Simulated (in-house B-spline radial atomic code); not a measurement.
LDA VWN5 excitations of the zinc ion Zn²⁺

Method: LDA VWN5. Computed with a B-spline radial code for spherical atoms: linear response of the closed shell [Ar] 3d10 with the functional's adiabatic kernel; scalar-relativistic (spin-free one-electron X2C), finite nucleus, no spin-orbit coupling, no double excitations, S, P, D and F terms only. Only terms of natural parity with L up to 3 were computed.

Command:
```bash
python run_td.py task.json out
```
Settings (radii: box in bohr, nucleus in fm):
```
Z                        30
electrons                28
configuration            [Ar] 3d10
hamiltonian              x2c
method                   lda,vwn
box_radius               29.48
rms_radius               3.9283
intervals                73
```

Time taken, with all properties: 0.9 s on 1 thread of Intel(R) Xeon(R) Platinum 8259CL CPU @ 2.50GHz (Skylake/Cascade Lake) (shared host).

The lowest states, in the order of their Tamm-Dancoff energies; the method's threshold (minus the highest occupied level) is 31.23 eV. Labels give the largest channel, * marks a mixed state, and oscillator strengths are full-response dipole values. Semilocal kernels can invert the small singlet-triplet splittings of Rydberg terms. Energies in eV:

| state | full response | Tamm-Dancoff | oscillator strength |
| --- | --- | --- | --- |
| 3d → 4s 3D | 7.655 | 7.673 | - |
| 3d → 4s 1D | 8.188 | 8.202 | - |
| 3d → 4p 3P | 15.064 | 15.085 | - |
| 3d → 4p 3F | 15.245 | 15.254 | - |
| 3d → 4p 1F | 15.435 | 15.438 | - |
| 3d → 4p 1P | 16.162 | 16.242 | 0.47 |
| 3d → 5s 3D | 23.143 | 23.145 | - |
| 3d → 5s 1D | ? | ? | - |
| 3d → 4d 3S | 23.695 | 23.711 | - |
| 3d → 4d 3D | 23.998 | 24.001 | - |
| 3d → 4d 1D | ? | ? | - |
| 3d → 5p 3P | 25.049 | 25.052 | - |
| 3d → 5p 3F | 25.080 | 25.082 | - |
| 3d → 5p 1F | 25.114 | 25.114 | - |
| 3d → 5p 1P | 25.237 | 25.252 | 0.039 |
| 3d → 4d 1S | 25.127 | 25.285 | - |
| 3d → 6s 3D | 27.107 | 27.107 | - |
| 3d → 6s 1D | 27.129 | 27.129 | - |

Task: Where does 3d → 5s 1D lie?

Result: At 23.201 eV in full response, 23.203 eV in Tamm-Dancoff.

Task: Where does 3d → 4d 1D lie?

Result: At 24.138 eV in full response, 24.148 eV in Tamm-Dancoff.

Task: How large is the singlet-triplet splitting of 3d → 4s (D terms) in Tamm-Dancoff?

Result: 0.53 eV, from the unrounded values.

Task: What polarisabilities and dispersion coefficient does the method give?

Result: Dipole 2.997 bohr³, quadrupole 10.29 bohr⁵, C6 8.113 hartree·bohr⁶ for two such species.
